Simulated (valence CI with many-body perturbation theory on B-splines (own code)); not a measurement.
E1 transitions of Pb LII

Computed by configuration interaction combined with many-body perturbation theory (CI+MBPT): three valence electrons over a frozen Dirac-Fock core [Ar] 3d10, a basis of 11 s, 11 p, 10 d, 8 f, 5 g, 2 h functions for each j, with the one-electron correlation potential Σ1 (screened to all orders), the two-electron term Σ2, the three-electron term Σ3, Breit, model QED; selected single and double excitations, second order for the rest, scaled by the run's own slope (own B-spline code, finite nucleus).

The last digits are not significant, and no measured levels were compared; by estimate large intervals hold to a few tenths of a per cent, small ones and those within an open d or f shell to about a per cent.

Lines 201 to 250 of 560 in falling wavelength, among levels below 1105.6 eV, chosen from the strongest by gf and those to the six lowest levels. Wavelengths and rates use the calculated energies. Electric multipoles are in the length gauge with retardation, E1 and E2 with the static RPA response of the core. Weak lines are less certain than strong ones. Lines between different terms over intervals too small for the method are left out, as are lines whose strength nearly cancels. Where a level lies close to another of its J and parity, the split of strength between their lines is uncertain. The highest levels of a list are the least certain.

Levels are named by their leading jj configuration (3d3/2^4 stands for four electrons in 3d with j = 3/2), which in mixed levels can hold well under half, so a name can repeat and another be missing. Letters in brackets count levels of one name in rising energy.

| λ vac (Å) | Upper | Lower | A (s⁻¹) | log gf | Branch % |
| --- | --- | --- | --- | --- | --- |
| 54.52 | (4s 4p3/2 4d5/2) J=7/2 [a] | (4s 4p3/2^2) J=5/2 | 3.82e+11 | 0.13 | 47.5 |
| 54.52 | (4s 4d5/2 4f5/2) J=5/2 [b] | (4s 4p3/2 4f5/2) J=3/2 [a] | 1.86e+11 | -0.30 | 19.0 |
| 54.47 | (4p1/2 4p3/2 4f5/2) J=5/2 [b] | (4p1/2 4p3/2 4d3/2) J=3/2 [b] | 3.89e+11 | 0.02 | 26.2 |
| 54.36 | (4p1/2 4p3/2 4d5/2) J=5/2 [b] | (4p1/2 4p3/2^2) J=3/2 | 9.58e+11 | 0.41 | 48.4 |
| 54.30 | (4s 4d5/2 4f5/2) J=7/2 [b] | (4s 4p3/2 4f5/2) J=7/2 | 1.56e+11 | -0.26 | 14.6 |
| 54.30 | (4p1/2 4p3/2 4f5/2) J=3/2 [b] | (4p1/2 4p3/2 4d3/2) J=1/2 [b] | 2.38e+11 | -0.38 | 18.1 |
| 54.22 | (4s 4d5/2 4f5/2) J=3/2 [b] | (4s 4p3/2 4f5/2) J=3/2 [a] | 2.21e+11 | -0.41 | 22.1 |
| 54.18 | (4s 4d3/2 4d5/2) J=7/2 [b] | (4s 4p3/2 4d3/2) J=5/2 [a] | 9.08e+10 | -0.50 | 5.1 |
| 54.11 | (4p1/2 4d5/2^2) J=5/2 | (4p1/2 4p3/2 4d5/2) J=5/2 [a] | 2.30e+11 | -0.22 | 21.4 |
| 54.07 | (4s 4p3/2 4f7/2) J=5/2 [a] | (4s 4p3/2 4d3/2) J=3/2 [b] | 2.27e+11 | -0.22 | 27.4 |
| 54.06 | (4s 4p3/2 4f7/2) J=3/2 | (4s 4p3/2 4d3/2) J=1/2 [b] | 1.84e+11 | -0.49 | 16.0 |
| 54.02 | (4s 4p3/2 4f7/2) J=7/2 [b] | (4s 4p3/2 4d3/2) J=5/2 [b] | 2.48e+11 | -0.06 | 14.1 |
| 54.01 | (4p3/2^2 4d5/2) J=5/2 [b] | (4p3/2^3) J=3/2 | 1.29e+12 | 0.53 | 37.8 |
| 54.00 | (4s^2 4f5/2) J=5/2 | (4s^2 4d3/2) J=3/2 | 1.81e+11 | -0.32 | 51.8 |
| 53.93 | (4s 4d5/2 4f7/2) J=5/2 | (4s 4p3/2 4f7/2) J=7/2 [a] | 1.49e+11 | -0.41 | 15.7 |
| 53.90 | (4s 4p1/2 4d5/2) J=5/2 [b] | (4s 4p1/2 4p3/2) J=5/2 | 1.24e+11 | -0.49 | 28.4 |
| 53.88 | (4p1/2 4p3/2 4f5/2) J=1/2 | (4p1/2 4p3/2 4d3/2) J=1/2 [b] | 2.73e+11 | -0.62 | 22.5 |
| 53.87 | (4s 4p1/2 4f5/2) J=3/2 | (4s 4p1/2 4d3/2) J=1/2 | 2.63e+11 | -0.34 | 54.6 |
| 53.68 | (4s 4d3/2 4f5/2) J=3/2 [a] | (4s 4d3/2^2) J=3/2 | 1.74e+11 | -0.52 | 7.8 |
| 53.63 | (4s 4d5/2 4f7/2) J=11/2 | (4s 4p3/2 4f7/2) J=9/2 [a] | 5.67e+10 | -0.53 | 10.6 |
| 53.60 | (4p1/2 4d5/2^2) J=3/2 | (4p1/2 4p3/2 4d5/2) J=3/2 [a] | 2.23e+11 | -0.42 | 19.0 |
| 53.56 | (4p1/2 4p3/2 4f7/2) J=7/2 [b] | (4p1/2 4p3/2 4d3/2) J=5/2 [b] | 1.63e+11 | -0.25 | 14.2 |
| 53.47 | (4s 4p1/2 4d5/2) J=3/2 | (4s 4p1/2 4p3/2) J=5/2 | 2.69e+10 | -1.34 | 3.7 |
| 53.45 | (4s 4d5/2 4f5/2) J=1/2 | (4s 4d3/2 4d5/2) J=3/2 [b] | 3.00e+11 | -0.59 | 28.5 |
| 53.41 | (4s 4d3/2 4f5/2) J=5/2 [a] | (4s 4d3/2^2) J=3/2 | 1.25e+11 | -0.49 | 5.7 |
| 53.40 | (4s 4d3/2 4d5/2) J=3/2 [b] | (4s 4p3/2 4d3/2) J=1/2 [a] | 1.52e+11 | -0.58 | 9.5 |
| 53.38 | (4s 4d3/2 4f5/2) J=3/2 [b] | (4s 4d3/2^2) J=1/2 | 2.46e+11 | -0.38 | 10.5 |
| 53.33 | (4s 4d3/2 4f5/2) J=7/2 [b] | (4s 4d3/2^2) J=5/2 | 3.24e+11 | 0.04 | 14.3 |
| 53.29 | (4s 4d5/2 4f5/2) J=9/2 | (4s 4d3/2 4d5/2) J=9/2 | 2.01e+11 | -0.07 | 21.7 |
| 53.22 | (4s 4d5/2^2) J=7/2 [a] | (4s 4p3/2 4d3/2) J=5/2 [b] | 3.33e+11 | 0.05 | 22.0 |
| 53.17 | (4s 4d3/2 4d5/2) J=5/2 [b] | (4s 4p3/2 4d3/2) J=3/2 [a] | 2.59e+11 | -0.18 | 13.6 |
| 53.17 | (4s 4p3/2 4f7/2) J=9/2 [a] | (4s 4p3/2 4d3/2) J=7/2 | 2.33e+11 | -0.01 | 39.4 |
| 53.09 | (4p1/2 4d5/2^2) J=9/2 | (4p1/2 4p3/2 4d5/2) J=9/2 | 8.55e+10 | -0.44 | 7.5 |
| 53.03 | (4p1/2 4p3/2 4f5/2) J=7/2 [b] | (4p1/2 4p3/2 4d3/2) J=5/2 [b] | 6.69e+11 | 0.35 | 38.1 |
| 53.02 | (4s 4d5/2^2) J=3/2 | (4s 4p3/2 4d5/2) J=3/2 [a] | 2.35e+11 | -0.40 | 19.1 |
| 52.96 | (4s 4d3/2 4f5/2) J=5/2 [b] | (4s 4d3/2^2) J=5/2 | 2.02e+11 | -0.29 | 7.6 |
| 52.89 | (4s 4d3/2 4f5/2) J=1/2 | (4s 4d3/2^2) J=1/2 | 4.97e+11 | -0.38 | 19.4 |
| 52.76 | (4s 4p3/2 4f5/2) J=7/2 | (4s 4p3/2 4d3/2) J=5/2 [a] | 4.87e+11 | 0.21 | 38.9 |
| 52.65 | (4s 4p3/2 4f5/2) J=5/2 [b] | (4s 4p3/2 4d3/2) J=3/2 [b] | 1.59e+11 | -0.40 | 10.4 |
| 52.46 | (4s 4d5/2 4f5/2) J=3/2 [a] | (4s 4d3/2 4d5/2) J=3/2 [a] | 4.36e+11 | -0.14 | 37.4 |
| 52.34 | (4s 4d5/2 4f5/2) J=5/2 [a] | (4s 4d3/2 4d5/2) J=5/2 [a] | 4.05e+11 | 0.00 | 37.8 |
| 52.24 | (4s 4p3/2 4d5/2) J=7/2 [b] | (4s 4p3/2^2) J=5/2 | 7.22e+11 | 0.37 | 38.8 |
| 52.24 | (4s 4p3/2 4f5/2) J=5/2 [a] | (4s 4p3/2 4d3/2) J=5/2 [a] | 2.00e+11 | -0.31 | 11.0 |
| 52.22 | (4s 4p3/2 4f7/2) J=5/2 [b] | (4s 4p3/2 4d5/2) J=5/2 [a] | 2.10e+11 | -0.29 | 13.4 |
| 52.19 | (4s 4p3/2 4f5/2) J=5/2 [a] | (4s 4p3/2 4d3/2) J=3/2 [a] | 2.92e+11 | -0.14 | 16.1 |
| 51.99 | (4s 4d5/2 4f5/2) J=7/2 [a] | (4s 4d3/2 4d5/2) J=7/2 [a] | 3.21e+11 | 0.02 | 30.0 |
| 51.94 | (4s 4p1/2 4f5/2) J=7/2 | (4s 4p1/2 4d3/2) J=5/2 | 2.65e+11 | -0.07 | 86.0 |
| 51.92 | (4p1/2 4p3/2 4f5/2) J=9/2 | (4p1/2 4p3/2 4d3/2) J=7/2 | 5.64e+11 | 0.36 | 50.0 |
| 51.81 | (4s 4p3/2 4f5/2) J=3/2 [a] | (4s 4p3/2 4d3/2) J=3/2 [a] | 2.27e+11 | -0.44 | 16.6 |
| 51.80 | (4p1/2^2 4f5/2) J=5/2 | (4p1/2^2 4d3/2) J=3/2 | 3.96e+11 | -0.02 | 69.0 |

(1) How does gf follow from A for the line at 54.22 Å?

Answers

(1) gf = 1.4992 × (2J+1)_upper × A / σ², with σ = 1844273 cm⁻¹ and 2J+1 = 4: gf = 0.390.
